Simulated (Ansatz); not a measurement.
Geometry optimisation, RKS PBE0-D4/def2-SVP (Ansatz).

Input file:

```yaml
crystal:
  periodic: [false, false, false]
  atoms:
    - { symbol: C, position_ang: [-1.2265, 1.4278, -0.1075] }
    - { symbol: Sn, position_ang: [0.3098, 0.2732, -0.9183] }
    - { symbol: "N", position_ang: [1.4013, -0.4758, 0.6584] }
    - { symbol: Si, position_ang: [0.6793, -1.9487, 0.1664] }
    - { symbol: H, position_ang: [-1.8124, 1.966, -0.9671] }
    - { symbol: H, position_ang: [-1.9781, 0.8394, 0.4408] }
    - { symbol: H, position_ang: [-0.8258, 2.2402, 0.5675] }
    - { symbol: H, position_ang: [1.4741, 0.9921, -2.0717] }
    - { symbol: H, position_ang: [0.9683, -0.1336, 1.5881] }
    - { symbol: H, position_ang: [1.5226, -2.8857, -0.4876] }
    - { symbol: H, position_ang: [-0.4473, -2.3519, 1.1515] }
basis:
  gaussian: { orbitals: def2-SVP }
hamiltonian:
  xc: pbe0
  dispersion: d4
relax:
  f_tol: 0.02
  max_steps: 50
output:
  orbitals: {}
```

Run as:

```bash
$ ansatz run input.yaml --threads 2 --pin off --max-ram 3072MiB --backend cpu --events-out ev --progress --plain --runs-dir out
```

**Question.** Where does it end, and by what steps?

**Answer.** The forces met the threshold. The force dipped under the threshold on the way, but the program's further checks kept it going. After 16 steps the energy has fallen by 0.780 eV; H9 moved furthest, 0.81 Å.

```csv
step,energy less start (eV),largest force component (eV/Å),accepted
0,0.0000,3.569,yes
1,-0.5592,1.101,yes
2,-0.6541,0.524,yes
3,-0.6857,0.476,yes
4,-0.7371,0.427,yes
5,-0.7577,0.757,yes
6,-0.7735,0.113,yes
7,-0.7765,0.101,yes
8,-0.7765,0.085,yes
9,-0.7739,0.473,no
10,-0.7785,0.045,yes
11,-0.7793,0.033,yes
12,-0.7794,0.011,yes
13,-0.7795,0.031,yes
14,-0.7796,0.025,yes
15,-0.7797,0.021,yes
16,-0.7797,0.017,yes
```

```xyz
11
Properties=species:S:1:pos:R:3
C -1.353 1.620 -0.222
Sn 0.221 0.267 -0.796
N 1.154 -0.542 0.919
Si 0.627 -1.991 0.184
H -2.009 1.827 -1.080
H -1.940 1.160 0.584
H -0.915 2.563 0.133
H 1.371 1.069 -1.798
H 1.754 -0.284 1.694
H 1.614 -2.944 -0.421
H -0.460 -2.802 0.823
```

Time of the run: 64 s on 2 threads of Arm Neoverse V1, on a shared host, peak memory 0.26 GiB.
